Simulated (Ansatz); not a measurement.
A nudged elastic band was laid between two geometries of ClH + H4O4Si (11 atoms, charge 0, multiplicity 1).

Level of theory: Ansatz 0.2.0, RKS PBE0-D4/def2-SVP.

```yaml
movable_images: 9
climbing_image: yes
spring: 5.0 eV/Å²
optimiser: quadratic models (default)
start_path: through a guess of the saddle point
force_threshold: 0.05 eV/Å
iteration_limit: 60
end_points: relaxed
```

Initial state:

```xyz
11
Properties=species:S:1:pos:R:3
Si -0.444 -0.250 0.153
O -0.631 -0.302 1.777
H -0.326 0.481 2.256
O 1.111 0.183 -0.309
H 1.709 -0.564 -0.426
O -1.441 0.894 -0.469
H -1.271 1.161 -1.377
O -0.656 -1.770 -0.436
H -1.279 -2.325 0.042
Cl 1.568 2.135 1.986
H 1.609 1.372 0.914
```

Final state:

```xyz
11
Properties=species:S:1:pos:R:3
Si 0.588 0.146 -0.217
O -1.234 -0.124 2.298
H -1.471 0.501 1.592
O 1.118 0.029 -1.764
H 1.602 -0.772 -1.990
O -0.732 1.154 -0.202
H -1.222 1.187 -1.031
O 0.257 -1.338 0.374
H -0.272 -1.254 1.197
Cl 1.958 1.099 0.990
H -0.643 0.387 2.864
```

What changes between the two ends?

Bonds broken: Si1–O2, Cl10–H11. Bonds formed: Si1–Cl10, O2–H11. ClH + H4O4Si becomes ClH3O3Si + H2O.

What energy profile does the band end with?

The run converged. The highest image is number 5 of 0 to 10, 1.16 eV above the first end and 1.31 eV above the last; the last end lies 0.14 eV below the first. Beside the main top the profile has a ripple of under 15 meV (maxima at images 2, 5), which may be a very shallow well or noise. A vibrational analysis at the climbing image gives one clearly imaginary mode, 486i cm⁻¹: a first-order saddle point. The orbitals stay closed-shell, which can raise the energy where a bond breaks towards radicals; this wasn't checked here.

| image | path coordinate (Å) | energy (eV) | Si1–O2 (Å) | Cl10–H11 (Å) | Si1–Cl10 (Å) |
| --- | --- | --- | --- | --- | --- |
| 0 | 0.00 | 0.00 | 1.64 | 1.32 | 3.62 |
| 1 | 1.00 | 0.17 | 1.64 | 1.29 | 3.91 |
| 2 | 2.01 | 0.21 | 1.66 | 1.30 | 4.01 |
| 3 | 3.01 | 0.20 | 1.66 | 1.30 | 3.97 |
| 4 | 4.00 | 0.37 | 1.67 | 1.31 | 3.35 |
| 5 | 5.00 | 1.16 | 1.80 | 1.60 | 2.53 |
| 6 | 6.13 | 0.92 | 2.04 | 2.37 | 2.15 |
| 7 | 7.27 | 0.63 | 3.06 | 2.37 | 2.06 |
| 8 | 8.40 | 0.11 | 3.33 | 2.36 | 2.07 |
| 9 | 9.54 | -0.12 | 3.24 | 2.60 | 2.08 |
| 10 | 10.67 | -0.14 | 3.12 | 3.28 | 2.06 |

What is the geometry of the highest image?


```xyz
11
Properties=species:S:1:pos:R:3
Si 0.080 0.162 0.091
O -0.059 0.079 1.885
H -0.967 0.007 2.213
O 1.578 -0.296 -0.416
H 1.529 -1.077 -0.979
O -0.878 1.282 -0.640
H -1.599 0.832 -1.100
O -0.889 -1.187 -0.201
H -0.588 -2.030 0.148
Cl 1.265 2.150 1.103
H 0.477 1.090 2.007
```

Time of the run: 9.4 min on 4 threads of Arm Neoverse V1, with other jobs on the host, peak memory 0.29 GiB.
